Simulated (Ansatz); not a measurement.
Two isomers of C2H7FSSi: A = `CS[SiH2]CF`, B = `CC(S)[SiH2]F`.

Program: Ansatz. Geometries: PBE0-D4/def2-TZVP. ΔE: electronic, gas phase. CCSD(T)/CBS is the MP2 limit (def2-TZVPP, def2-QZVPP) plus CCSD(T) − MP2 in def2-TZVPP, frozen cores. DFT in def2-TZVPP. One conformer a species, not always the lowest.

A:

```xyz
12

C    -1.1834    1.1630    1.2196
S     0.0544    1.7990    0.0478
Si    1.2019    0.0436   -0.2632
C     0.2628   -1.2918   -1.2259
F    -0.8415   -1.7327   -0.4980
H    -0.7016    0.7684    2.1139
H    -1.8081    2.0109    1.4984
H    -1.8012    0.3942    0.7599
H     1.6306   -0.5376    1.0373
H     2.3764    0.4474   -1.0792
H    -0.0951   -0.9065   -2.1861
H     0.9048   -2.1580   -1.4245
```

B:

Z-matrix (Å, degrees):
```
C
C 1 1.517
H 1 1.094 2 110.4
H 1 1.092 2 111.2 3 120.6
H 1 1.093 2 111.1 3 -119.4
S 2 1.824 1 114.0 3 -176.8
Si 2 1.868 1 116.8 3 63.4
H 2 1.095 1 110.4 3 -61.3
H 6 1.344 2 96.7 1 -61.5
F 7 1.607 2 110.7 1 -51.7
H 7 1.480 2 110.6 1 -171.0
H 7 1.485 2 108.8 1 65.8
```

Which isomer does CCSD(T)/CBS put lower? Give the gap. (An estimate is asked.)

Ansatz gave: B, by 36.9 kcal/mol.

Give E(B) − E(A) in kcal/mol with CCSD(T)/def2-TZVPP, MP2/def2-TZVPP, PBE0-D4, ωB97M-V, PBE-D4, BLYP-D4, B2PLYP. (Best estimate.)

The calculation gave: CCSD(T)/def2-TZVPP -36.7, MP2/def2-TZVPP -39.0, PBE0-D4 -33.2, ωB97M-V -35.1, PBE-D4 -31.9, BLYP-D4 -32.6, B2PLYP -35.3. None reverses the order clearly.

Does the order hold for the free energy at 298.15 K (harmonic terms from PBE0-D4)? (Best estimate.)

The calculation gave: Yes: G(B) − G(A) = -36.7 kcal/mol, for one conformer each.

Largest T1 diagnostic: 0.011.

Leaving LDA and LC-ωPBE aside and taking each functional with its dispersion term where it has one, the values, not all of them listed here, spread over 4.5 kcal/mol, from PBE-QIDH to revPBE-D4. LDA lies −3.4 kcal/mol from PBE without D4. From r2SCAN to r2SCAN0 (25 % exact exchange), in def2-TZVPP and without D4, E(B) − E(A) moves by −0.8 kcal/mol.
